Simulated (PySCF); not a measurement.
Compounds:
1. `[H]/N=C\C=C\[Si](F)(F)F`, C3H4F3NSi
2. `C=C[Si@H](C)C1=C[SiH2]C1`, C6H12Si2
3. `[SiH3]c1cc(C2CCC2)co1`, C8H12OSi
4. `InChI=1S/C7H5ClFN/c8-3-5-1-2-6(5)7(9)4-10/h3H,1-2H2/b5-3+,7-6+`
5. `C(O[Si@H](OC(C)=O)N)(C)C`, C5H13NO3Si
6. SMILES C(C)CC#P, C4H7P

- GFN2-xTB structure
- NMR shieldings at PBE0/pcSseg-1/GIAO
- code: PySCF 2.14
- non-relativistic, one computed conformer, no solvent model, averaged over atoms made equivalent by symmetry, fast rotation or ring inversion

Chemical shifts δ = σref − σ; ¹H (σref 31.72) and ¹³C (σref 186.93) against TMS, all at this level. Shifts are as computed. Against solution values, carbons near 30 ppm lie about +3 ppm off and those near 130 ppm about +5 ppm; carbons on Cl a further +6 ppm. Of 1211 compounds with measured shifts, 218 miss one by over three times the rms of a fit or turn the order of signals round; such compounds aren't used in these exercises. Carbons bonded to Cl come out too deshielded. OH and NH positions are gas-phase values without hydrogen bonding to other molecules.

**Question.** Which show a ¹³C signal below 10 ppm?

**Answer.** 2 (-4.4: methyl carbon bonded to Si).

**Question.** Which show a ¹H signal below 0.7 ppm from a carbon-bound hydrogen?

**Answer.** 2 (0.26: hydrogen on a methyl carbon bonded to Si).

**Question.** Which show a ¹³C signal between 60 and 100 ppm?

**Answer.** 5 (68.3: sp3 CH bonded to O).

**Question.** Which give exactly 4 ¹³C signals?

**Answer.** 6 (δ 190.4, 34.3, 27.7, 14.8).
